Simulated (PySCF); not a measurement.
C4H9O2, SMILES COC[C](C)O, doublet, GFN2-xTB optimised geometry.

```
15

C     -0.39     2.50     0.68
O      0.16     1.21     0.60
C     -0.69     0.26     0.00
C     -0.01    -1.06     0.00
C     -0.67    -2.26    -0.57
O      1.37    -1.06     0.00
H      0.35     3.13     1.14
H     -1.31     2.50     1.28
H     -0.64     2.88    -0.32
H     -0.94     0.60    -1.03
H     -1.65     0.20     0.55
H     -0.83    -2.18    -1.65
H     -0.05    -3.13    -0.39
H     -1.65    -2.41    -0.10
H      1.65    -0.18     0.28
```

Density from PySCF with unrestricted B3LYP/def2-TZVP at that geometry.

Minimum of the electron density along straight lines between bonded atoms, close to the bond critical point (lines longer than 1.1 times the sum of covalent radii, or with two minima, are not listed):

| bond | length / Å | ρ at the minimum / e bohr⁻³ | ∇²ρ there / e bohr⁻⁵ | position (fraction from the first atom) |
|---|---|---|---|---|
| C1–O2 | 1.402 | 0.267 | -0.59 | 0.35 |
| O2–C3 | 1.413 | 0.263 | -0.60 | 0.64 |
| C3–C4 | 1.495 | 0.270 | -0.73 | 0.51 |
| C4–C5 | 1.485 | 0.268 | -0.71 | 0.51 |
| C4–O6 | 1.373 | 0.283 | -0.51 | 0.34 |
| C1–H7 | 1.088 | 0.289 | -1.04 | 0.65 |
| C1–H8 | 1.097 | 0.282 | -0.99 | 0.64 |
| C1–H9 | 1.098 | 0.282 | -0.98 | 0.64 |
| C3–H10 | 1.114 | 0.271 | -0.91 | 0.64 |
| C3–H11 | 1.103 | 0.279 | -0.97 | 0.64 |
| C5–H12 | 1.098 | 0.272 | -0.91 | 0.64 |
| C5–H13 | 1.086 | 0.282 | -0.98 | 0.64 |
| C5–H14 | 1.089 | 0.279 | -0.96 | 0.64 |
| O6–H15 | 0.967 | … | … | 0.81 |

Task: Fill in the missing entries.

Result: 
- O6–H15, ρ at the minimum / e bohr⁻³: 0.357
- O6–H15, ∇²ρ there / e bohr⁻⁵: -2.45
